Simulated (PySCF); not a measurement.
Some computed properties have been withheld. Give your best values.

Species: C₅H₆ClF₃O.
SMILES: `C[C@@H](CC(F)(F)F)C(=O)Cl`

Conformer (atom-mapped SMILES and torsion angles): `[CH3:1][C@@H:2]([CH2:3][C:4]([F:5])([F:6])[F:7])[C:8](=[O:9])[Cl:10]`: C1–C2–C3–C4 -160°, C2–C3–C4–F5 -177°, C1–C2–C8–O9 -98°.

```csv
property,level,value
point group,PBE0-D3(BJ)/def2-SVP,C1
"rotational constants A, B, C",PBE0-D3(BJ)/def2-SVP,?
dipole moment,CAM-B3LYP/def2-SVPD,?
HOMO energy,CAM-B3LYP/def2-SVPD,-10.24 eV
LUMO energy,CAM-B3LYP/def2-SVPD,-0.23 eV
lowest singlet excitation,TDDFT CAM-B3LYP/def2-SVPD,"5.17 eV (240 nm, f = 0.000)"
strongest line among the 10 lowest singlet transitions,TDDFT CAM-B3LYP/def2-SVPD,"S8 at 8.59 eV (144 nm, f = 0.147)"
lowest triplet excitation (Tamm–Dancoff),TDA CAM-B3LYP/def2-SVPD,4.66 eV
static isotropic polarisability,CAM-B3LYP/def2-SVPD,78.8 au
vertical ionisation energy,ΔSCF CAM-B3LYP/def2-SVPD,11.08 eV
electronic spatial extent ⟨r²⟩ about the centre of nuclear charge,CAM-B3LYP/def2-SVPD,1833 bohr²
13C chemical shifts (computed TMS as zero) by class,GIAO PBE0/pcSseg-1,?
1H chemical shifts (computed TMS as zero) by class,GIAO PBE0/pcSseg-1,"2.72 (1 H), 2.57 (1 H), 1.48 (1 H), 1.38 (3 H) ppm"
"isotropic shieldings of nuclei other than C and H, by class",GIAO PBE0/pcSseg-1,"-249 (1 O), 258 (3 F), 480 (1 Cl) ppm"
```

Gas-phase values; electronic properties from PySCF, density fitting. One conformer (not necessarily the lowest) at the PBE0-D3(BJ)/def2-SVP geometry, without solvent or vibrations. NMR classes are plain means over equivalent atoms (diastereotopic ones count apart unless rotation or inversion swaps them), as if these changed places fast; in this geometry the members of some classes differ.

Task: Give the dipole moment.

Result: 3.66 D.

Task: The 13C chemical shifts (computed TMS as zero) by class?

Result: 186.1 (1 C), 130.6 (1 C), 47.8 (1 C), 38.6 (1 C), 20.7 (1 C) ppm.

Task: The rotational constants A, B, C?

Result: 1.890, 0.660, 0.611 GHz.

The 10 singlets span 5.17 to 9.07 eV, and their oscillator strengths add up to 0.52. The principal polarisabilities are 69.5, 75.8 and 91.2 au; their mean is the isotropic value. The vertical singlet–triplet gap S1 − T1 is 0.51 eV (TDDFT singlet less Tamm–Dancoff triplet; S1: HOMO→LUMO, weight 0.95; T1: HOMO→LUMO, weight 0.94). The ΔSCF ionisation energy exceeds −ε(HOMO) by 0.84 eV with CAM-B3LYP.

For the geometry optimisation (PBE0-D3(BJ)/def2-SVP), time: 2.5 min; peak memory 0.74 GiB. Hardware: one thread, Arm Neoverse V1 (aarch64) (shared host).
